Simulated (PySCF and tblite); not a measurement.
Computed ¹H and ¹³C shifts (ppm) of 5 molecules with 6 carbons each, averaged over conformers at 298.15 K: GIAO KT2/pcSseg-1 (IEF-PCM, chloroform) on GFN2-xTB geometries, unscaled, against TMS (¹H), TMS (¹³C) at the same level; H on other atoms than carbon is left out (PySCF, tblite).

P. ¹H: 6.96 (4H), 4.40 (2H) ¹³C: 145.6 (4C), 58.2 (2C)
Q. ¹H: 6.90 (2H), 6.55 (2H) ¹³C: 156.1 (1C), 140.2 (1C), 112.0 (2C), 108.2 (2C)
R. ¹H: 8.28 (1H), 7.72 (1H), 6.82 (1H), 6.80 (1H), 4.17 (3H) ¹³C: 161.9 (1C), 143.4 (1C), 133.5 (1C), 112.4 (1C), 107.1 (1C), 55.9 (1C)
S. ¹H: 7.29 (2H), 6.79 (2H), 6.78 (1H) ¹³C: 147.3 (1C), 124.3 (2C), 114.6 (1C), 105.2 (2C)
T. ¹H: 7.70 (1H), 7.54 (1H), 6.86 (1H), 2.51 (3H) ¹³C: 177.4 (1C), 152.1 (1C), 143.5 (1C), 114.2 (1C), 111.6 (1C), 28.6 (1C)

The molecules:
1. C6H6, SMILES C1=CC2C=CC12
2. C6H6FN, SMILES Nc1ccc(F)cc1
3. C6H6O2, SMILES CC(=O)c1ccco1
4. C6H7NO, SMILES COc1ccccn1
5. C6H7NO, SMILES ONc1ccccc1

Q: Which spectrum belongs to which molecule?

A: P is 1; Q is 2; R is 4; S is 5; T is 3.

Assigned:
1. [CH:1]1=[CH:2][C@H:3]2[CH:4]=[CH:5][C@@H:6]12: ¹³C: 145.6 (C1/C2/C4/C5), 58.2 (C3/C6) ppm.
2. [NH2:1][c:2]1[cH:3][cH:4][c:5]([F:6])[cH:7][cH:8]1: ¹³C: 156.1 (C5), 140.2 (C2), 112.0 (C4/C7), 108.2 (C3/C8) ppm.
3. [CH3:1][C:2](=[O:3])[c:4]1[cH:5][cH:6][cH:7][o:8]1: ¹³C: 177.4 (C2), 152.1 (C4), 143.5 (C7), 114.2 (C5), 111.6 (C6), 28.6 (C1) ppm.
4. [CH3:1][O:2][c:3]1[cH:4][cH:5][cH:6][cH:7][n:8]1: ¹³C: 161.9 (C3), 143.4 (C7), 133.5 (C5), 112.4 (C6), 107.1 (C4), 55.9 (C1) ppm.
5. [OH:1][NH:2][c:3]1[cH:4][cH:5][cH:6][cH:7][cH:8]1: ¹³C: 147.3 (C3), 124.3 (C5/C7), 114.6 (C6), 105.2 (C4/C8) ppm.

Unscaled shifts at such levels can be off by 15 ppm or more for ¹³C and 0.8 ppm for ¹H.

For scale, the study of C1=CC2C=CC12 took 17 s on 1 thread of Intel Xeon Platinum 8488C (shared host) (rough), launched as `OMP_NUM_THREADS=1 python ens_run.py task.json out`.
